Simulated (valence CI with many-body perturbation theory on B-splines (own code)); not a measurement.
How close is CI+MBPT for Lu?

Method: configuration interaction combined with many-body perturbation theory (CI+MBPT): three valence electrons over a frozen Dirac-Fock core [Xe] 4f14, a basis of 7 s, 7 p, 8 d, 6 f, 4 g, 1 h functions for each j, with the one-electron correlation potential Σ1 (screened to all orders), the two-electron term Σ2, the three-electron term Σ3, Breit, model QED; selected single and double excitations, second order for the rest, scaled by the run's own slope (own B-spline code, finite nucleus).

Against 45 measured levels this calculation errs by 481 cm⁻¹ on average and by 992 at most. These come from a selection out of the NIST Handbook of Basic Atomic Spectroscopic Data. Levels without a partner in it may be off by more, other configurations by 1,000 to 4,000 cm⁻¹. 1 measured level below the end of the list, from 25861 cm⁻¹ on, found no clear computed partner, and computed levels of the same name lie up to 3708 cm⁻¹ from them.

Measured levels: NIST Handbook of Basic Atomic Spectroscopic Data (Sansonetti and Martin, J. Phys. Chem. Ref. Data 34, 1559 (2005)). Pairs share parity and J, and are chosen by configuration, term and nearness in energy; levels without a clear partner are left out. Energies in cm⁻¹ above the measured ground level.

Names give the largest LS component (configuration and term), which can be under half, so a name can repeat, a term be missing and a line seem to break the LS rules; names also repeat where a configuration has a term twice. Letters in brackets count levels of one name in rising energy.

```csv
Computed label,Label in the source,Measured,Computed,Difference
5d6s² ²D_3/2,5d(2D) 6s2 2D,0,0.0,0
5d6s² ²D_5/2,5d(2D) 6s2 2D,1993.9,1895.5,-98
6s²6p ²P°_1/2,6s2(1S) 6p 2P°,4136,4416.4,+280
6s²6p ²P°_3/2,6s2(1S) 6p 2P°,7476.4,7771.7,+295
5d6s6p ⁴F°_3/2,5d 6s(3D) 6p 4F°,17427.3,17030.3,-397
5d6s6p ⁴F°_5/2,5d 6s(3D) 6p 4F°,18504.6,18091.4,-413
5d²6s ⁴F_3/2,5d2(3F) 6s 4F,18851.3,18014.5,-837
5d²6s ⁴F_5/2,5d2(3F) 6s 4F,19403.3,18528.7,-875
5d²6s ⁴F_7/2,5d2(3F) 6s 4F,20247.3,19311.5,-936
5d6s6p ⁴F°_7/2,5d 6s(3D) 6p 4F°,20432.5,19985.4,-447
5d6s6p ⁴D°_1/2,5d 6s(3D) 6p 4D°,20762.4,20332.0,-430
5d6s6p ⁴D°_3/2,5d 6s(3D) 6p 4D°,21195.4,20754.1,-441
5d²6s ⁴F_9/2,5d2(3F) 6s 4F,21242.3,20250.4,-992
5d6s6p ²D°_5/2 [a],5d 6s(3D) 6p 2D°,21462.3,20992.3,-470
5d²6s ⁴P_1/2,5d2(3P) 6s 4P,21472.3,20915.0,-557
5d6s6p ²D°_3/2 [a],5d 6s(3D) 6p 2D°,22124.7,21612.6,-512
5d6s6p ⁴D°_5/2,5d 6s(3D) 6p 4D°,22221.6,21714.4,-507
5d²6s ⁴P_3/2,5d2(3P) 6s 4P,22467.5,21830.6,-637
5d6s6p ⁴F°_9/2,5d 6s(3D) 6p 4F°,22609.5,22129.1,-480
5d6s6p ⁴D°_7/2,5d 6s(3D) 6p 4D°,23524.2,22996.7,-528
5d6s6p ⁴P°_1/2,5d 6s(3D) 6p 4P°,24108.7,23725.7,-383
6s²7s ²S_1/2,6s2(1S) 7s 2S,24125.9,24507.3,+381
5d6s6p ⁴P°_3/2,5d 6s(3D) 6p 4P°,24308.2,23897.5,-411
5d²6s ²D_3/2,5d2(1D?) 6s 2D,24518.2,23848.7,-670
5d²6s ²F_5/2,5d2(1D?) 6s 2D,24711.2,23871.6,-840
5d6s6p ⁴P°_5/2,5d 6s(3D) 6p 4P°,25191.6,24691.9,-500
5d²6s ²F_7/2,5d2(1G) 6s 2G,26570.4,25628.8,-942
5d²6s ²G_9/2,5d2(1G) 6s 2G,26671.3,26970.5,+299
5d²6s ²G_7/2,5d2(3F) 6s 2F,27991.8,27189.9,-802
5d6s6p ²F°_5/2 [a],5d 6s(1D) 6p 2F°,28020.2,27516.4,-504
5d²6s ²P_1/2,5d2(3P?) 6s 2P,28793.3,28014.3,-779
6s²7p ²P°_1/2,6s2(1S) 7p 2P°,29430.9,29584.1,+153
5d6s6p ²F°_7/2 [a],5d 6s(1D) 6p 2F°,29486.9,28955.3,-532
5d6s6p ²D°_3/2 [b],5d 6s(1D) 6p,29608.0,29370.8,-237
5d²6s ²P_3/2,5d2(3P?) 6s 2P,29937.8,28962.8,-975
5d6s6p ²F°_5/2 [b],5d 6s(3D) 6p 2F°,30183.5,29867.3,-316
6s²7p ²P°_3/2,6s2(1S) 7p 2P°,30488.6,30502.2,+14
5d²6s ²S_1/2,5d2(1S) 6s 2S,30747.2,30366.1,-381
5d6s6p ²P°_3/2 [a],5d 6s(1D) 6p 2P°,31523.1,31136.3,-387
6s²6d ²D_3/2,6s2(1S) 6d 2D,31542.2,31876.7,+334
6s²6d ²D_5/2,6s2(1S) 6d 2D,31713.6,32044.5,+331
5d6s6p ²F°_7/2 [b],5d 6s(3D) 6p 2F°,31751.2,31368.1,-383
5d6s6p ²P°_1/2 [a],5d 6s(3D) 6p 2P°,32058.1,31674.3,-384
5d6s6p ²D°_5/2 [b],5d 6s(1D) 6p,32456.9,31982.3,-475
5d6s6p ²P°_1/2 [b],5d 6s(1D) 6p 2P°,33443.2,33396.7,-46
5d6s6p ²P°_3/2 [b],5d 6s(3D) 6p 2P°,34436.5,34375.9,-61
```

Over 45 excited levels the mean absolute difference is 481 cm⁻¹, the median 441 and the largest 992. The comparison draws on a selection of the measured levels: 46 of the 52 computed ones have a partner in it, and others may be off by more.

These 1 measured levels below the end of the computed list are not counted above. Beside each stands the unpaired computed level of its name, or else the nearest of its J and parity; the gap is either an error of the method or a doubtful assignment.

| Label in the source | J | Measured | Unpaired level | Computed |
| --- | --- | --- | --- | --- |
| 5d2(3P) 6s 4P | 5/2 | 25861 | 5d²6s ⁴P_5/2 | 22153 |
